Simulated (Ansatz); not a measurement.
This geometry of ClGeH3 + H2O (8 atoms, charge 0, multiplicity 1) is a first-order saddle point.

All numbers below come from RKS PBE0/def2-SVP (Ansatz 0.2.0).

```xyz
8
Properties=species:S:1:pos:R:3
Ge -0.710 -0.452 -0.065
Cl 1.795 -1.170 -0.366
H -0.805 -0.779 -1.557
H -0.806 -1.546 0.994
H -1.869 0.556 0.211
H 1.397 0.509 0.232
O 0.543 1.022 0.513
H 0.455 1.861 0.038
```

(1) Which two structures does it join? (They come from a converged band through this point; their orientation in space is the band's.)

(2) How far does it lie above each of them?

Results:

(1) Bonds broken: Ge1–Cl2, H6–O7. Bonds formed: Ge1–O7, Cl2–H6. ClGeH3 + H2O becomes ClH + GeH4O.

Image 0:

```xyz
8
Properties=species:S:1:pos:R:3
Ge -0.767 -0.812 -0.469
Cl 1.295 -0.747 -1.197
H -1.447 -1.879 -1.342
H -0.733 -1.227 1.001
H -1.389 0.565 -0.717
H 1.479 0.763 0.734
O 0.828 1.261 1.248
H 0.733 2.076 0.742
```

Image 8:

```xyz
8
Properties=species:S:1:pos:R:3
Ge -1.026 -0.250 -0.002
Cl 2.720 -0.819 -0.248
H -0.926 -0.630 -1.488
H -0.800 -1.443 0.926
H -2.352 0.472 0.290
H 1.800 0.050 0.126
O 0.319 0.883 0.421
H 0.265 1.737 -0.023
```

(2) 0.97 eV above the first and 0.56 eV above the second. This is the barrier of this one path; another mechanism may lie lower. The orbitals stay closed-shell, which can raise the energy where a bond breaks towards radicals; this wasn't checked here.

Time of the run: 2.5 min on 2 threads of Intel(R) Xeon(R) Platinum 8488C (Sapphire Rapids), with other jobs on the host, peak memory 0.21 GiB.
